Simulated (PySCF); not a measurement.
# Name the molecule from its bond curve

A diatomic of charge 0 contains Nd. Its sextet curve at r²SCAN in a double-zeta basis (spin-free X2C with a Gaussian nucleus, PySCF), in eV from the separated fragments:

(R (Å), E (eV)): (2.220, -4.175), (2.323, -4.724), (2.426, -5.024), (2.504, -5.130), (2.581, -5.160), (2.658, -5.132), (2.762, -5.029), (2.891, -4.830), (3.046, -4.532), (3.252, -4.094)

The fit gives ωe = 306 cm⁻¹ and the rotational constant Bₑ = 0.09036 cm⁻¹.

Task: Which atom is the partner?

Result: The minimum lies at 2.579 Å, so the reduced mass is 16.8576 u Å² cm⁻¹/(Bₑ·Re²) = 28.05 u. With Nd at 141.91 u the partner weighs about 35.0 u: Cl. The molecule is NdCl.

Spin–orbit coupling is left out. With d or f electrons several states lie close, and the lowest PBE0 determinant need not be the measured ground state.
